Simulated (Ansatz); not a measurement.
Relaxation of ClFH₇N₃Zr (13 atoms, charge 0, multiplicity 1), to a largest force component of 0.03 eV/Å in at most 50 steps.

Method: RKS PBE0-D4/def2-SVP in Ansatz 0.2.0.

```xyz
13
Properties=species:S:1:pos:R:3:forces:R:3
Zr -0.609 -0.282 -0.234 -0.22 0.02 0.68
F 0.474 1.394 2.234 0.06 -0.01 -0.17
N 1.384 -0.425 0.016 0.00 0.00 -0.01
H 2.075 -0.998 -0.459 0.01 0.01 0.02
H 1.831 0.113 0.760 -0.02 -0.03 -0.02
N -1.030 1.534 -1.005 -0.01 0.06 -0.07
H -1.976 1.886 -1.155 0.01 -0.02 0.02
H -0.375 2.282 -1.226 -0.02 -0.03 0.03
N -1.095 -1.618 -1.662 -0.02 -0.02 -0.04
H -1.103 -2.625 -1.504 0.00 -0.02 -0.01
H -1.423 -1.439 -2.608 0.00 0.00 0.02
Cl -1.925 -0.766 1.840 0.48 0.26 -0.43
H -0.208 0.944 2.672 -0.27 -0.22 -0.02
```

Q: Where does it end, and by what steps?

A: The run converged. After 10 steps the energy has fallen by 0.208 eV; H13 moved furthest, 0.56 Å. Joined: Zr1–F2 (3.17 → 2.50 Å).

| step | energy less start (eV) | largest force component (eV/Å) | accepted |
| --- | --- | --- | --- |
| 0 | 0.0000 | 0.679 | yes |
| 1 | -0.0908 | 0.455 | yes |
| 2 | -0.1332 | 0.364 | yes |
| 3 | -0.1730 | 0.438 | yes |
| 4 | -0.1666 | 0.663 | no |
| 5 | -0.1948 | 0.238 | yes |
| 6 | -0.2011 | 0.109 | yes |
| 7 | -0.2048 | 0.111 | yes |
| 8 | -0.2061 | 0.128 | yes |
| 9 | -0.2081 | 0.034 | yes |
| 10 | -0.2084 | 0.020 | yes |

```xyz
13
Properties=species:S:1:pos:R:3
Zr -0.494 -0.134 -0.084
F 0.138 1.110 1.986
N 1.513 -0.384 -0.026
H 2.085 -0.978 -0.620
H 2.105 0.056 0.676
N -0.966 1.597 -1.011
H -1.924 1.926 -1.125
H -0.337 2.323 -1.348
N -1.062 -1.526 -1.433
H -1.071 -2.531 -1.264
H -1.450 -1.355 -2.357
Cl -1.930 -0.743 1.876
H -0.587 0.640 2.401
```

Whether the end is a true minimum wasn't checked by a vibrational analysis.

Time of the run: 23 s on 4 threads of Intel(R) Xeon(R) 6975P-C (Granite Rapids), with other jobs on the host, peak memory 0.45 GiB.
